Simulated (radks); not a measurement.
Results of a calculation; reference values are marked as such.
Task: All-electron atom: the tantalum ion Ta26+ in [Kr] 4d10 4f1. Code: a radial shooting solver on a logarithmic mesh with Libxc functionals. Model: scalar-relativistic Kohn-Sham, BLYP, spin-polarised, spherical densities, finite nucleus; open shells are filled with parallel spins first (spin-orbit coupling, left out, can overturn this in heavy ions); Fermi nuclear charge, rms radius 5.3507 fm. Some entries of the table are withheld. Estimate them.

orbital  occ.  eigenvalue (hartree)  r(max) (bohr)  <r> (bohr)
1s down     1             -2506.455        0.01168     0.01867
1s up       1             -2506.455        0.01168     0.01867
2s up       1             -456.7818        0.06687     0.07899
2s down     1             -456.7806        0.06687     0.07899
2p up       3             -404.2463        0.05477     0.07059
2p down     3             -404.2453        0.05477     0.07059
3s up       1             -129.1699         0.1886      0.2044
3s down     1             -129.1290         0.1886      0.2043
3p up       3             -113.5291         0.1865      0.2042
3p down     3             -113.4882         0.1864      0.2042
3d up       5             -95.29938         0.1520      0.1850
3d down     5             -95.26820         0.1519      0.1849
4s up       1             -49.09224         0.4178      0.4355
4s down     1             -49.02706         0.4179      0.4356
4p up       3             -43.61360         0.4336      0.4538
4p down     3             -43.55109         0.4336      0.4539
4d up       5             -36.72871         0.4348      0.4637
4d down     5             -36.66685         0.4349      0.4639
4f up       1                   (1)         0.3788         (2)
4f down     0                   (3)         0.3791         (4)
5s up       0             -25.08216         0.8079      0.8112
5s down     0             -25.04896         0.8085      0.8120
5p up       0             -22.90043         0.8535      0.8553
5p down     0             -22.87119         0.8542      0.8564

Result: 
(1) 4f up eigenvalue (hartree): -29.33140
(2) 4f up <r> (bohr): 0.4504
(3) 4f down eigenvalue (hartree): -29.26294
(4) 4f down <r> (bohr): 0.4508
